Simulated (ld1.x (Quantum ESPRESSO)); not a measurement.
Cutoff test, cerium, TM

Ce (Z = 58), norm-conserving Troullier–Martins (Kleinman–Bylander form), made with ld1.x (Quantum ESPRESSO) 7.5 (PBE, scalar-relativistic). Core [Kr] 4d10 4f1, reference 5s2 5p6 5d0 6s0 6p0 (charge +3). Waves: 5s (bound): rc 2.00 bohr; 5p (bound): rc 1.55 bohr; 5d (bound, empty): rc 2.50 bohr. Local part: the d channel. Core correction: Bessel-smoothed model core, default radius (core density twice the valence density).

The pseudo-atom Hamiltonian at the reference potential is diagonalised in spherical Bessel functions j_l(qr) that vanish at 20 bohr, with q² up to the cutoff. All-electron valence levels (Ry): 5s -4.6795, 6s -1.5199, 5p -3.3752, 6p -1.1825, 5d -1.7391.

Q: How do the lowest levels (Ry) of each channel move with the cutoff, and are there ghosts?

A:

```json
{"cutoff (Ry)": "8", "s #1": "-6.1925", "s #2": "-4.1331", "s #3": "-1.2450", "s #4": "-0.6190", "p #1": "-3.3196", "p #2": "-1.1908", "d #1": "-1.7033", "d #2": "-0.7289", "f #1": "-0.7329", "Σ f·Δε (mRy)": "1426.5"}
{"cutoff (Ry)": "15", "s #1": "-9.8216", "s #2": "-4.6460", "s #3": "-1.4052", "s #4": "-0.6731", "p #1": "-3.3377", "p #2": "-1.2170", "d #1": "-1.7387", "d #2": "-0.7431", "f #1": "-0.7435", "Σ f·Δε (mRy)": "291.7"}
{"cutoff (Ry)": "30", "s #1": "-10.4630", "s #2": "-4.6709", "s #3": "-1.4226", "s #4": "-0.6793", "p #1": "-3.3721", "p #2": "-1.2174", "d #1": "-1.7391", "d #2": "-0.7434", "f #1": "-0.7437", "Σ f·Δε (mRy)": "35.6"}
{"cutoff (Ry)": "45", "s #1": "-10.8554", "s #2": "-4.6790", "s #3": "-1.4276", "s #4": "-0.6809", "p #1": "-3.3735", "p #2": "-1.2174", "d #1": "-1.7391", "d #2": "-0.7434", "f #1": "-0.7437", "Σ f·Δε (mRy)": "11.1"}
{"cutoff (Ry)": "70", "s #1": "-10.8860", "s #2": "-4.6795", "s #3": "-1.4279", "s #4": "-0.6810", "p #1": "-3.3750", "p #2": "-1.2174", "d #1": "-1.7391", "d #2": "-0.7434", "f #1": "-0.7437", "Σ f·Δε (mRy)": "1.2"}
{"cutoff (Ry)": "100", "s #1": "-10.8896", "s #2": "-4.6795", "s #3": "-1.4279", "s #4": "-0.6810", "p #1": "-3.3752", "p #2": "-1.2174", "d #1": "-1.7391", "d #2": "-0.7434", "f #1": "-0.7437", "Σ f·Δε (mRy)": "0.1"}
{"cutoff (Ry)": "400", "s #1": "-10.8902", "s #2": "-4.6795", "s #3": "-1.4279", "s #4": "-0.6810", "p #1": "-3.3752", "p #2": "-1.2174", "d #1": "-1.7391", "d #2": "-0.7434", "f #1": "-0.7437", "Σ f·Δε (mRy)": "0.0"}
```

Result: ghost state, extra bound levels that the all-electron valence spectrum of the same l lacks: s at -148.2 eV (a true bound ghost makes a file unfit for plane-wave use); 10 mRy is reached at 50 Ry and 1 mRy at 80 Ry.

6 of 7 tests not solved or not reliable.
